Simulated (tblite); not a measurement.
Input of a run (GFN2-xTB geometry optimisation, gas phase (tblite 0.8.0)), started from a force field or distance geometry:
```
{"job": {"kind": "relax", "xc": "GFN2-xTB", "basis": "xTB"}, "charge": 0, "multiplicity": 1}
C     -2.674700    -1.176200     0.340400
Si    -2.077200     0.571100     0.005600
C     -0.320300     0.633500     0.546100
C      0.666500     0.882300    -0.314300
Si     2.381000     0.911100     0.403700
P      2.907800    -1.183200     0.806200
H     -2.177100    -1.812400    -0.402100
H     -2.311500    -1.427500     1.355700
H     -3.772100    -1.158300     0.258600
H     -2.826200     1.471400     0.920600
H     -2.281800     0.903900    -1.389700
H     -0.089100     0.473600     1.609900
H      0.488700     1.044700    -1.370800
H      3.343400     1.598500    -0.482900
H      2.303500     1.723400     1.649400
H      4.320900    -1.353000     0.672100
H      2.111200    -2.090900     0.031200
```

Output (eV, eV/Å):
```
step      E/eV     max force
  0    -487.53392    1.755
  1    -487.70120    1.593
  2    -488.07796    1.330
  3    -488.21042    1.181
  4    -488.31418    0.623
  5    -488.34328    0.391
  6    -488.36055    0.369
  7    -488.37255    0.324
  8    -488.38388    0.251
  9    -488.39377    0.233
 10    -488.40400    0.266
 11    -488.41359    0.252
 12    -488.42084    0.243
 13    -488.42611    0.205
 14    -488.43047    0.179
 15    -488.43412    0.153
 16    -488.43686    0.120
 17    -488.43883    0.098
 18    -488.44045    0.100
 19    -488.44232    0.118
 20    -488.44490    0.140
 21    -488.44775    0.150
 22    -488.44984    0.106
 23    -488.45098    0.073
 24    -488.45174    0.082
 25    -488.45253    0.084
 26    -488.45333    0.064
 27    -488.45400    0.065
 28    -488.45452    0.057
 29    -488.45505    0.053
 30    -488.45570    0.055
 31    -488.45648    0.064
 32    -488.45724    0.068
 33    -488.45793    0.064
 34    -488.45863    0.087
 35    -488.45953    0.100
 36    -488.46064    0.099
 37    -488.46175    0.092
 38    -488.46256    0.062
 39    -488.46308    0.058
 40    -488.46343    0.053
 41    -488.46373    0.044
 42    -488.46399    0.044
 43    -488.46423    0.045
 44    -488.46454    0.052
 45    -488.46496    0.074
 46    -488.46540    0.071
 47    -488.46573    0.040
 48    -488.46594    0.037
 49    -488.46611    0.038
 50    -488.46636    0.059
 51    -488.46663    0.059
 52    -488.46686    0.034
 53    -488.46703    0.036
 54    -488.46724    0.034
 55    -488.46759    0.069
 56    -488.46814    0.092
 57    -488.46873    0.077
 58    -488.46917    0.042
 59    -488.46946    0.043
 60    -488.46979    0.052
 61    -488.47036    0.084
 62    -488.47120    0.096
 63    -488.47212    0.074
 64    -488.47293    0.087
 65    -488.47364    0.087
 66    -488.47431    0.102
 67    -488.47500    0.091
 68    -488.47585    0.070
 69    -488.47700    0.066
 70    -488.47775    0.080
 71    -488.47983    0.125
 72    -488.48165    0.135
 73    -488.48265    0.145
 74    -488.48408    0.044
 75    -488.48444    0.041
 76    -488.48492    0.036
 77    -488.48529    0.044
 78    -488.48601    0.059
 79    -488.48672    0.057
 80    -488.48742    0.055
 81    -488.48791    0.046
 82    -488.48833    0.044
 83    -488.48856    0.083
 84    -488.48896    0.044
 85    -488.48918    0.033
 86    -488.48938    0.029
 87    -488.48950    0.025
 88    -488.48965    0.025
 89    -488.48981    0.036
 90    -488.49010    0.052
 91    -488.49058    0.067
 92    -488.49122    0.062
 93    -488.49186    0.074
 94    -488.49237    0.081
 95    -488.49285    0.090
 96    -488.49349    0.082
 97    -488.49450    0.069
 98    -488.49587    0.074
 99    -488.49660    0.096
100    -488.49852    0.137
101    -488.50093    0.142
102    -488.50226    0.269
103    -488.50807    0.192
104    -488.51085    0.155
105    -488.51377    0.161
106    -488.51147    0.313
107    -488.51715    0.108
108    -488.51849    0.076
109    -488.52130    0.132
110    -488.52302    0.127
111    -488.52440    0.154
112    -488.52348    0.238
113    -488.52541    0.125
114    -488.52565    0.088
115    -488.52592    0.038
116    -488.52612    0.030
117    -488.52644    0.053
118    -488.52671    0.064
119    -488.52694    0.044
120    -488.52713    0.026
121    -488.52728    0.026
122    -488.52736    0.026
123    -488.52741    0.021
124    -488.52746    0.020
125    -488.52753    0.023
126    -488.52758    0.019
127    -488.52760    0.010
```

Q: Summarise the run.

A: The energy falls by 0.994 eV over 127 L-BFGS steps, the largest force on an atom goes from 1.76 to 0.010 eV/Å, and the atoms move by 0.629 Å rms after alignment. The bond that changes most is P6–H17 (three-coordinate phosphorus to P–H hydrogen), which shortens by 0.051 Å. Bonds longer at the end by more than 0.005 Å: 5 of 16; shorter: 9. Among the angles that change most is H16–P6–H17, from 115.0° to 92.3°. Among the dihedrals that turn most is H13–C4–Si5–H14, from 19° to -54°. The energy rose by more than 1e-5 eV at steps 106 and 112. The first step brought 17 % of the lowering.

Q: What are the final bond lengths?

A: C1–Si2 1.897 Å, Si2–C3 1.888 Å, C3=C4 1.331 Å, C4–Si5 1.884 Å, Si5–P6 2.244 Å, C1–H7 1.087 Å, C1–H8 1.087 Å, C1–H9 1.086 Å, Si2–H10 1.470 Å, Si2–H11 1.469 Å, C3–H12 1.089 Å, C4–H13 1.083 Å, Si5–H14 1.471 Å, Si5–H15 1.469 Å, P6–H16 1.382 Å, P6–H17 1.384 Å. Numbering counts from 1 in the input's order; the species is `C[SiH2]/C=C/[SiH2]P`.

Time: 0.88 s of wall time. Hardware: one thread of an Arm Neoverse V2, shared host with 32 logical CPUs at a one-minute load of 34.

Its lowest GFN2-xTB frequency is 18i cm⁻¹, too small to tell a flat minimum from a shallow saddle. One conformer, not necessarily the lowest. 3 starts were optimised and ended at 0.00, 1.07 and 1.60 kcal/mol (GFN2-xTB); the lowest of these is shown.

All values are computed, not measured.
